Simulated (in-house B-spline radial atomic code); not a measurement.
Values are calculated unless marked as measured or tabulated.
**Nb in an electron gas of r_s = 3.3: phase shifts, screening and friction**

A nucleus sits in a uniform electron gas with a rigid positive background. The Kohn-Sham equations are solved self-consistently in the spin-unpolarised LDA (PW92), non-relativistic, on B-splines with outgoing waves at the boundary and partial waves to l = 8. The model has no lattice, no bands and no magnetic solution. Atomic units; δ_l are the phase shifts at the Fermi level, counted so that each bound state adds π, and good to about 0.0005. A narrow, partly filled d or f resonance in a thin gas would split by spin, so such rows rest on a solution that is probably unstable.

The density parameter is r_s = 3.3 bohr.

```csv
l,δ_l (rad)
0,12.4693
1,9.3739
2,4.8163
3,-0.0348
4,-0.0034
5,-0.0005
6,-0.0004
7,-0.0004
8,-0.0004
```

Bound levels below the band bottom (hartree): s -15.06, p -12.22, d -7.011, s -1.714, p -0.9294 and deeper ones.

Question: Check the Friedel sum rule, and say where the screening charge sits.

Answer: k_F = (9π/4)^(1/3)/r_s = 0.58156. The rule is Z = (2/π) Σ (2l + 1) δ_l. The terms are s 7.938, p 17.903, d 15.331, f -0.155 and -0.034 beyond, in all 40.982 against Z = 41. Bound states hold 8 s, 18 p, 10 d electrons, so the scattering states carry 4.98 in all; where a term is smaller than its bound count, the bound level has drawn weight out of the band.

Question: Find the transport cross section and the electronic stopping of a 2 keV Nb ion (mass 92.91 u).

Answer: σ_tr = (4π/k_F²) Σ (l + 1) sin²(δ_l − δ_(l+1)). The terms for l = 0 to 3 are 0.0021, 1.9525, 2.9426, 0.0039, all together 4.9012, so σ_tr = 37.155 × 4.9012 = 182.105 bohr². With n = 3/(4π r_s³) = 0.006643, the friction coefficient is Q = n k_F σ_tr = 0.7035. For v well below v_F = 0.582, dE/dx = Q v; with 24801 eV per u at v = 1, v = √(2000/(24801 × 92.91)) = 0.0295, so dE/dx = 0.02073 hartree/bohr = 10.7 eV/nm. The largest term couples the d and f waves.
